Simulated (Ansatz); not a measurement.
C₄₂H₂₄⁺, that is [10]phenacene with one electron fewer. Charge 1, multiplicity 2. Geometry r2SCAN-D4/def2-SVP, that of the neutral singlet; atoms count from 1.

```xyz
66

C     7.939   -4.307   -6.531
C     8.189   -4.338   -5.144
C     7.261   -3.827   -4.251
C     6.041   -3.261   -4.697
C     5.795   -3.233   -6.106
C     6.759   -3.762   -7.000
C     4.575   -2.669   -6.586
C     3.641   -2.157   -5.727
C     3.840   -2.161   -4.310
C     5.044   -2.715   -3.794
C     5.233   -2.714   -2.384
C     4.294   -2.199   -1.526
C     3.076   -1.635   -1.998
C     2.849   -1.617   -3.405
C     1.628   -1.053   -3.875
C     0.689   -0.537   -3.018
C     0.878   -0.536   -1.607
C     2.084   -1.091   -1.094
C     2.273   -1.089    0.317
C     1.333   -0.574    1.174
C     0.114   -0.010    0.703
C    -0.878    0.535    1.607
C    -0.689    0.537    3.019
C    -1.628    1.053    3.875
C    -2.849    1.617    3.405
C    -3.840    2.160    4.311
C    -3.641    2.158    5.727
C    -4.575    2.671    6.586
C    -5.794    3.235    6.106
C    -6.757    3.765    6.999
C    -7.938    4.311    6.530
C    -8.188    4.340    5.143
C    -7.261    3.827    4.250
C    -6.041    3.261    4.697
C    -5.045    2.714    3.794
C    -5.235    2.712    2.384
C    -4.296    2.196    1.526
C    -3.077    1.634    1.999
C    -2.084    1.089    1.094
C    -2.273    1.087   -0.317
C    -1.334    0.572   -1.174
C    -0.114    0.008   -0.702
H     8.677   -4.713   -7.230
H     9.121   -4.768   -4.767
H     7.488   -3.867   -3.184
H     6.548   -3.730   -8.073
H     4.397   -2.653   -7.666
H     2.726   -1.737   -6.145
H     6.147   -3.133   -1.960
H     4.502   -2.230   -0.456
H     1.419   -1.021   -4.945
H    -0.223   -0.121   -3.446
H     3.185   -1.506    0.745
H     1.541   -0.604    2.244
H     0.224    0.121    3.446
H    -1.418    1.023    4.945
H    -2.725    1.738    6.146
H    -4.396    2.656    7.665
H    -6.547    3.734    8.073
H    -8.675    4.717    7.229
H    -9.120    4.770    4.767
H    -7.488    3.867    3.184
H    -6.149    3.129    1.960
H    -4.504    2.225    0.456
H    -3.186    1.504   -0.745
H    -1.542    0.602   -2.244
```

Single mean-field runs in def2-SVP are fitted with def2-universal-jkfit.

Estimate the Mulliken populations of the heavy atoms from the PBE0/def2-SVP orbitals of Ansatz.


```
atom  charge (e)  spin (α − β)
  C1        0.00         -0.02
  C2        0.00          0.03
  C3       -0.04          0.01
  C4        0.05          0.01
  C5       -0.01         -0.03
  C6       -0.01          0.05
  C7        0.02          0.09
  C8       -0.04         -0.01
  C9        0.04          0.06
 C10        0.05          0.01
 C11       -0.02          0.03
 C12       -0.03          0.07
 C13        0.04         -0.01
 C14        0.03         -0.03
 C15       -0.01          0.09
 C16       -0.03          0.02
 C17        0.05          0.04
 C18        0.04          0.03
 C19       -0.02          0.02
 C20       -0.02          0.08
 C21        0.04         -0.02
 C22        0.05          0.04
 C23       -0.03          0.02
 C24       -0.01          0.09
 C25        0.03         -0.03
 C26        0.04          0.06
 C27       -0.04         -0.01
 C28        0.02          0.09
 C29       -0.01         -0.03
 C30       -0.01          0.05
 C31        0.00         -0.02
 C32        0.00          0.03
 C33       -0.04          0.01
 C34        0.05          0.01
 C35        0.05          0.01
 C36       -0.02          0.03
 C37       -0.03          0.07
 C38        0.04         -0.01
 C39        0.04          0.03
 C40       -0.02          0.02
 C41       -0.02          0.08
 C42        0.04         -0.02
```
Mulliken values depend strongly on the basis.

Where does the spin sit?

Summed by element: C 1.05, H -0.05, of 1 unpaired in all. Largest on single atoms: C24 0.09, C15 0.09, C7 0.09.

And the Mayer bond orders between heavy atoms (over 0.3, the first 40 of 51)?

C1–C2 1.31 (1.41 Å); C1–C6 1.45 (1.38 Å); C2–C3 1.45 (1.39 Å); C3–C4 1.33 (1.42 Å); C4–C5 1.27 (1.43 Å); C4–C10 1.15 (1.45 Å); C5–C6 1.28 (1.42 Å); C5–C7 1.20 (1.43 Å); C7–C8 1.50 (1.37 Å); C8–C9 1.24 (1.43 Å); C9–C10 1.29 (1.42 Å); C9–C14 1.18 (1.45 Å); C10–C11 1.27 (1.42 Å); C11–C12 1.47 (1.37 Å); C12–C13 1.26 (1.42 Å); C13–C14 1.30 (1.42 Å); C13–C18 1.17 (1.45 Å); C14–C15 1.25 (1.42 Å); C15–C16 1.48 (1.37 Å); C16–C17 1.27 (1.42 Å); C17–C18 1.28 (1.42 Å); C17–C42 1.17 (1.45 Å); C18–C19 1.27 (1.42 Å); C19–C20 1.48 (1.37 Å); C20–C21 1.25 (1.42 Å); C21–C22 1.17 (1.45 Å); C21–C42 1.30 (1.42 Å); C22–C23 1.27 (1.42 Å); C22–C39 1.28 (1.42 Å); C23–C24 1.48 (1.37 Å); C24–C25 1.25 (1.42 Å); C25–C26 1.18 (1.45 Å); C25–C38 1.30 (1.42 Å); C26–C27 1.24 (1.43 Å); C26–C35 1.29 (1.42 Å); C27–C28 1.50 (1.37 Å); C28–C29 1.20 (1.43 Å); C29–C30 1.28 (1.42 Å); C29–C34 1.27 (1.43 Å); C30–C31 1.45 (1.38 Å).
